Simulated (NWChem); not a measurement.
## Electron attachment to C₂F₃

```xyz
5

F     -0.0816     1.9464     0.0000
C      0.5507     0.8161     0.0000
C      0.0811    -0.4183     0.0000
F     -1.1940    -0.7376     0.0000
F      0.8544    -1.4740     0.0000
```
Charge 0, spin multiplicity 2.

All runs are NWChem calculations. Structure: optimised with UPBE0/def2-SVP, a minimum by its harmonic frequencies.

Basis set: def2-SVPD. −ε marks an orbital energy of the parent. The basis adds only a small set of diffuse functions.

B3LYP has NWChem's definition, with VWN1-RPA local correlation. The structure started from a generated list of species. The unpaired electrons of the parent sit in orbitals of symmetry a' (Cs labels of the run); other states weren't searched. The stability of the SCF solutions was not checked.

Problem. Order these methods by the vertical electron affinity they give, lowest first: −ε(beta LUMO) of PBE, −ε(beta LUMO) of B3LYP, −ε(beta LUMO) of TPSS, −ε(beta LUMO) of M06-2X.

Solution. −ε(beta LUMO) of M06-2X (2.67 eV), −ε(beta LUMO) of B3LYP (4.04 eV), −ε(beta LUMO) of TPSS (4.51 eV), −ε(beta LUMO) of PBE (4.72 eV)
